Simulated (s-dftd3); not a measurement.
ClMoO₂ (SMILES [O]=[Mo+](=[O])[Cl]), charge +1, singlet, at a GFN2-xTB geometry (such geometries of metal compounds can be far from the true shape) (the multiplicity is a formal guess); D3(bjm) for b97d in s-dftd3 1.4.0.

Input for s-dftd3:
```
$ s-dftd3 mol.xyz --bjm b97d --json dftd3.json --noedisp --grad

# file mol.xyz
4

Mo     0.25973957     0.03179508     0.34594877
O      1.47976224    -0.73123762    -0.44550590
O     -0.66819048    -1.02486898     1.19417139
Cl    -1.02362565     0.74785055    -1.20701014
```

### Question
What does s-dftd3 print? Leave out banner, timings and long lists.

### Answer

```
-----------------------------------
 s i m p l e   D F T - D 3  v1.4.0
-----------------------------------

Rational (Becke-Johnson) damping: b97d-D3(BJ)
---------------------
  s6         1.0000
  s8         1.2070
  s9         0.0000
  a1         0.2402
  a2         3.8644
 alp        14.0000
--------------------

Dispersion energy:      -3.4043250121908E-02 Eh

Gradient norm:           4.7577936287425E-03 Eh/a0
--------------------------------------------------
     #    Z           dE/dx      dE/dy      dE/dz
--------------------------------------------------
     1   42 Mo    1.011E-03 -3.005E-04  1.271E-03
     2    8 O     1.598E-03 -6.161E-04 -1.902E-04
     3    8 O    -4.740E-04 -8.994E-04  1.392E-03
     4   17 Cl   -2.135E-03  1.816E-03 -2.472E-03
--------------------------------------------------

Virial:
--------------------------------------------------
      component           x          y          z
--------------------------------------------------
          x       9.695E-03 -4.248E-03  3.116E-03
          y      -4.248E-03  5.142E-03 -5.850E-03
          z       3.116E-03 -5.850E-03  9.770E-03
--------------------------------------------------

[Info] JSON dump of results written to 'dftd3.json'
```
